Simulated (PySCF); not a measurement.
A structure optimised at B3LYP-D3(BJ)/def2-SVP, used in a PySCF frequency run:

```xyz
7

Te     0.2867    -0.4606     0.7462
Br    -1.2028     1.2030    -0.4873
O      1.7517    -0.6528    -0.5909
C      1.4811    -1.3742    -1.7814
H      0.7506    -0.8457    -2.4196
H      2.4352    -1.4469    -2.3280
H      1.1027    -2.3935    -1.5837
```
Charge 0, spin multiplicity 1.

Write its SMILES and formula.

CO[Te]Br, CH3BrOTe

What are its rotational constants (standard atomic weights)?

3.3620, 1.2824, 0.95890 GHz
